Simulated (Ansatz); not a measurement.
Born–Oppenheimer molecular dynamics of ClH5HfO3Si (11 atoms, charge 0, multiplicity 1). It starts from a relaxed structure.

Level of theory: RKS PBE-D4/def2-SVP (Ansatz 0.2.0).

```yaml
ensemble: NVT, Langevin thermostat
time_step: 1 fs
steps_asked: 100
set_temperature: 1000 K
friction: 0.02 /fs
masses: H 10 u
seed: 696484
```

First frame:

```xyz
11
Properties=species:S:1:pos:R:3
Hf -0.306 -0.289 -0.263
O -0.904 -0.442 1.591
Si -1.359 -0.497 3.201
H -2.567 -1.381 3.360
H -0.232 -1.047 4.036
H -1.697 0.888 3.686
O 1.617 -0.269 -0.295
H 2.573 -0.141 -0.320
O -1.032 1.325 -1.018
H -1.268 2.188 -1.380
Cl -1.103 -2.175 -1.491
```

**Question.** How far do the bonds stretch over the last three quarters of this one trajectory? (Pairs bonded in most of those frames.)

**Answer.** 
```json
{"bond": "Hf1–O2", "mean (Å)": "2.014", "spread (Å)": "0.073", "shortest": "1.84", "longest": "2.11"}
{"bond": "Hf1–O7", "mean (Å)": "1.925", "spread (Å)": "0.037", "shortest": "1.87", "longest": "1.98"}
{"bond": "Hf1–O9", "mean (Å)": "1.948", "spread (Å)": "0.028", "shortest": "1.88", "longest": "2.00"}
{"bond": "Hf1–Cl11", "mean (Å)": "2.418", "spread (Å)": "0.043", "shortest": "2.34", "longest": "2.48"}
{"bond": "O2–Si3", "mean (Å)": "1.715", "spread (Å)": "0.067", "shortest": "1.61", "longest": "1.84"}
{"bond": "Si3–H4", "mean (Å)": "1.518", "spread (Å)": "0.081", "shortest": "1.37", "longest": "1.62"}
{"bond": "Si3–H5", "mean (Å)": "1.524", "spread (Å)": "0.066", "shortest": "1.42", "longest": "1.65"}
{"bond": "Si3–H6", "mean (Å)": "1.483", "spread (Å)": "0.029", "shortest": "1.45", "longest": "1.55"}
{"bond": "O7–H8", "mean (Å)": "0.978", "spread (Å)": "0.038", "shortest": "0.89", "longest": "1.04"}
{"bond": "O9–H10", "mean (Å)": "0.967", "spread (Å)": "0.034", "shortest": "0.91", "longest": "1.02"}
```

Mean temperature of the second half: 676 K. The mean temperature of the second half is 32 % below the set value. A run of 0.1 ps of so small a system gives no equilibrium averages.

Run time: 5.2 min on 4 threads of Arm Neoverse N1, with other jobs on the host, peak memory 0.21 GiB.
